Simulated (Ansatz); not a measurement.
Reaction (cleavage of the Si–Si bond): `B[Si](F)(F)[SiH3]` + `OCS[SiH3]` → `[SiH3]OCS[SiH3]` + `B[SiH](F)F`

Isolated molecules relaxed with PBE0-D4/def2-TZVP in Ansatz; ΔE leaves out vibrations. CCSD(T)/CBS is the MP2 limit (def2-TZVPP, def2-QZVPP) plus CCSD(T) − MP2 in def2-TZVPP, frozen cores. Functionals use def2-TZVPP. One conformer a species, not always the lowest.

`B[Si](F)(F)[SiH3]`:

```xyz
10

B     1.699    0.472    0.966
Si    0.429    0.514   -0.589
F    -0.013    2.011   -0.942
F     1.117   -0.051   -1.920
Si   -1.523   -0.748   -0.181
H     2.496   -0.411    1.079
H     1.605    1.265    1.854
H    -2.207   -0.233    1.035
H    -2.441   -0.646   -1.346
H    -1.161   -2.173    0.043
```

`OCS[SiH3]`:

Z-matrix (Å, degrees):
```
C
S 1 1.838
O 1 1.389 2 114.6
H 1 1.096 2 108.3 3 126.8
H 1 1.090 2 105.2 3 -117.2
Si 2 2.126 1 98.7 3 -86.6
H 3 0.962 1 109.1 2 62.5
H 6 1.487 2 111.4 1 -64.8
H 6 1.482 2 107.2 1 174.2
H 6 1.491 2 110.7 1 54.8
```

`[SiH3]OCS[SiH3]`:

```xyz
13

Si    0.463    2.179    0.049
O    -0.008    0.721    0.664
C     0.858   -0.372    0.772
S    -0.047   -1.905    1.114
Si   -1.298   -1.902   -0.616
H    -0.758    3.012   -0.005
H     1.492    2.813    0.919
H     1.044    1.996   -1.309
H     1.549   -0.250    1.613
H     1.440   -0.507   -0.148
H    -2.428   -0.946   -0.515
H    -1.832   -3.281   -0.732
H    -0.475   -1.558   -1.806
```

`B[SiH](F)F`:

```xyz
7

B    -0.380   -0.605   -0.992
Si    0.264    0.391    0.633
F    -0.522    1.765    0.825
F     0.019   -0.447    1.967
H    -0.331   -1.797   -1.040
H    -0.763   -0.018   -1.959
H     1.713    0.711    0.567
```

| level | ΔE (eV) |
| --- | --- |
| LDA (SPW92) | -0.65 |
| r2SCANh | -0.84 |

Question: What does CCSD(T)/CBS give? (Best estimate.)

Answer: Computed: -0.95 eV. The listed levels differ from it by 0.30, 0.11 eV.

Question: What do rigid-rotor, harmonic-oscillator terms from PBE0-D4/def2-TZVP frequencies (298.15 K, 1 bar) make of the CCSD(T)/CBS value? (An estimate is asked.)

Answer: The calculation gave: ΔZPE = -0.04 eV, ΔH = -1.00 eV, ΔS = 4 J/(mol·K), ΔG = -1.01 eV. Modes under 50 cm⁻¹ make the entropy rough.

Largest T1 diagnostic among the species: 0.013.

From r2SCAN to r2SCAN0 (25 % exact exchange), in def2-TZVPP and without D4, ΔE moves by −0.06 eV. In def2-TZVPP, CCSD(T) changes the Hartree–Fock value by +0.23 eV (the triples alone add +0.04 eV) and MP2 by +0.13 eV.
